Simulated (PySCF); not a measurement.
Mayer bond orders and bond lengths

Compound: C3H10Si2.
Numbering: `[CH3:1][CH:2]1[SiH2:3][CH2:4][SiH2:5]1` (hydrogens: H6, H7, H8 on C1; H9 on C2; H10, H11 on Si3; H12, H13 on C4; H14, H15 on Si5)

Geometry (PBE0-D3(BJ)/def2-SVP, Å), atoms numbered from 1 in this order:
```
atom  x, y, z in Å
C1     2.005   -0.524   -0.313
C2     0.735    0.025    0.319
Si3   -0.832   -1.036    0.576
C4    -1.932    0.478    0.237
Si5   -0.405    1.272   -0.573
H6     2.758    0.264   -0.475
H7     1.797   -0.981   -1.294
H8     2.476   -1.299    0.313
H9     0.953    0.476    1.308
H10   -0.970   -2.068   -0.500
H11   -0.990   -1.709    1.905
H12   -2.842    0.348   -0.364
H13   -2.201    0.994    1.174
H14   -0.167    2.726   -0.303
H15   -0.393    1.051   -2.054
```

Bond orders from the PBE0/pcSseg-1 density (PySCF). The structure is a single PBE0-D3(BJ)/def2-SVP conformer in the gas phase; no vibrational or solvent corrections.

Where do the orders between heavy atoms depart from those drawn in the SMILES?

The largest departure is 0.109, at C2–Si3 (drawn single, 0.891) and Si5–C2 (drawn single, 0.891).

Give the Mayer order of every bond, beside its length.

| bond | drawn as | length (Å) | Mayer order |
| --- | --- | --- | --- |
| C1–C2 | single | 1.521 | 1.032 |
| C2–Si3 | single | 1.910 | 0.891 |
| Si3–C4 | single | 1.903 | 0.914 |
| C4–Si5 | single | 1.902 | 0.914 |
| Si5–C2 | single | 1.911 | 0.891 |
| C1–H6 | single | 1.102 | 0.965 |
| C1–H7 | single | 1.102 | 0.969 |
| C1–H8 | single | 1.102 | 0.965 |
| C2–H9 | single | 1.108 | 0.910 |
| Si3–H10 | single | 1.497 | 0.952 |
| Si3–H11 | single | 1.498 | 0.939 |
| C4–H12 | single | 1.099 | 0.946 |
| C4–H13 | single | 1.103 | 0.928 |
| Si5–H14 | single | 1.498 | 0.939 |
| Si5–H15 | single | 1.497 | 0.952 |

Bonds between the same two heavy elements. C–Si: lowest C2–Si3 and Si5–C2 (0.891, 1.910 Å), highest Si3–C4 and C4–Si5 (0.914, 1.903 Å). Bonds named together lie within 0.004.

Sum the orders of all bonds at each heavy atom with more than one neighbour and set the sums beside the valence in the SMILES.

C1 3.931 (drawn 4), C2 3.724 (drawn 4), Si3 3.696 (drawn 4), C4 3.702 (drawn 4), Si5 3.696 (drawn 4). Orders between atoms that aren't bonded are not in these sums.

For a closed shell the Mayer order of atoms A and B is Σ (PS)μν (PS)νμ over the basis functions μ on A and ν on B, with P the density and S the overlap matrix.
